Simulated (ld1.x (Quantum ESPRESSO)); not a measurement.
The numbers below are computed, except where a source is named.
**Hardness and transferability of assorted potentials**

Generated with ld1.x 7.5 (TM, RRKJ, ultrasoft, PAW), atompaw 4.2 or ONCVPSP 4.0.1. The cutoff is in Ry: for ld1.x and atompaw files where the sum of valence levels is converged to 10 mRy in a Bessel basis, for ONCV files where the hardest occupied wave has 1 mHa per electron of residual kinetic energy. The error is the largest all-electron minus pseudo excitation energy over each file’s own four to seven test configurations (ionisations up to +4, promotions, holes and added fractions of an electron), all of which were solved. The labels leave out finer settings (local radius, basis sizes, second energies), which also bear on the numbers. Spin-polarised tests are not counted. The rows are a selection from randomly drawn settings: files with unsolved tests, undetermined cutoffs or missed reference levels are left out.

A true bound ghost makes a file unfit for plane-wave use even where its test errors are small: the radial tests pick states by their node count and pass the ghost by.

| element | potential | cutoff (Ry) | largest error (meV) | bound ghosts |
| --- | --- | --- | --- | --- |
| N | RRKJ, PBEsol, scalar-relativistic, rc 0.75/1.25/1.05 (spd), local smoothed, core correction yes, reference 2s1.5 2p3.5 | 70 | +651 | none |
| Fe | TM semilocal, PBE, scalar-relativistic, rc 2.40/0.75/0.85 (spd), local d, core correction yes, reference 3p6 3d6 4s1 4p0 | 260 | -66 | none |
| Ga | PAW, PBE, scalar-relativistic, rc 2.15/2.05/2.00 (spd), local smoothed, core correction yes, reference 4s2 4p1 | 6 | -204 | none |
| Ge | PAW, PBEsol, scalar-relativistic, rc 1.90/2.60/2.90 (spd), local d, core correction yes, reference 4s2 4p2 | 8 | -341 | none |
| Se | TM, BP86, scalar-relativistic, rc 1.05/1.55/1.10 (spd), local d, core correction no, reference 3d10 4s2 4p3 | 260 | +25 | s, p |
| Ag | TM, LDA (PZ), scalar-relativistic, rc 1.75/2.45/1.50 (spd), local smoothed, core correction yes, reference 4d10 5s1 5p0 | 70 | -301 | s |

(1) Fill in the row for He: PAW, PBE, scalar-relativistic, rc 0.55 (s), local smoothed, core correction no, reference 1s2.

Results:

(1) cutoff 110 Ry, largest error -0.2 meV, bound ghosts: none.
